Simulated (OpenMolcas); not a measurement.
Ni3+ among 6 point charges of -2.2 e arranged as a trigonal antiprism (D3d), 2.14 Å from the ion, with a polar angle of 60.8° against the regular 54.74°.

| Item | Value |
| --- | --- |
| Program | OpenMolcas |
| Method | SS-CASPT2, IPEA 0.25 Eh, imaginary shift 0.1 Eh (closed shells correlated: 3s 3p) |
| Basis | ANO-RCC-VDZP [5s4p2d1f] |
| Scalar Hamiltonian | DKH2, point nucleus |
| Active space | 7 electrons in 5 orbitals (3d) |
| State averaging | 2S+1 = 4 even, 10 roots; 2S+1 = 2 even, 40 roots |
| Spin-orbit coupling | RASSI with atomic mean-field integrals over the reference wave functions |

(1) What is the spin-free ground state (labels of D3, the rotations of D3d)?

(2) Where is the first state of the same spin?

(3) What are the lowest two levels with spin-orbit coupling?

(4) What is χT at 300 K, and how does it compare with the textbook value?

Answers

(1) 4E, 2-fold in its orbital part, 99 % from free-ion F terms; it has the highest spin that d7 allows.

(2) 4A2 at 385 cm-1 above the ground state. The two act as a nearly degenerate pair, with unquenched orbital momentum.

(3) A 2-fold level E1/2 with g = 2.29, 5.78, 5.78, then a 2-fold level E3/2 320 cm-1 above it. Their leading multiplicities are 4 (100 %) and 4 (100 %).

(4) The lowest level has 2S+1 = 4, for which the spin-only value is χT = S(S+1) / 2 = 1.875 cm3 K/mol (g = 2). The computed 4.319 at 300 K differs by +2.444, through orbital momentum, spin-orbit coupling and any other state in reach.

Roots that are degenerate in the reference are averaged as groups; the widest CASPT2 spread within a group is 54 cm-1 (the 2-fold group of multiplicity 2 near 20000 cm-1 above the lowest state of its run). Shifts and gaps below about the spread of the groups concerned are not significant. Spin-orbit coupling mixes the spin-free states strongly: the lowest level takes only 66 % from its leading state, 4E. An orbital doublet at a regular site is open to a Jahn-Teller distortion, which this geometry leaves out. Point charges give a weaker field than real ligands, and real ions of this kind are often low spin; the high spin found here belongs to the model. Free-ion shares, where given, are those of the reference states; single-state CASPT2 does not remix them. Point charges carry no covalency, so the field is a model and not that of real ligands. No measured value stands beside these numbers.
